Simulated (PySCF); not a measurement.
```xyz
4

Cl    -1.2161    -1.7266    -0.0233
Ga     0.0003     0.0000     0.0000
Cl    -0.8873     1.9164    -0.0253
Cl     2.1031    -0.1899     0.0486
```

Charge 0, multiplicity 1.

Give the Mulliken and meta-Löwdin atomic charges from PBE0-D4/def2-TZVP run with PySCF.


| atom | Mulliken (e) | meta-Löwdin (e) |
|---|---|---|
| Cl1 | -0.21 | -0.24 |
| Ga2 | 0.64 | 0.73 |
| Cl3 | -0.21 | -0.24 |
| Cl4 | -0.21 | -0.24 |
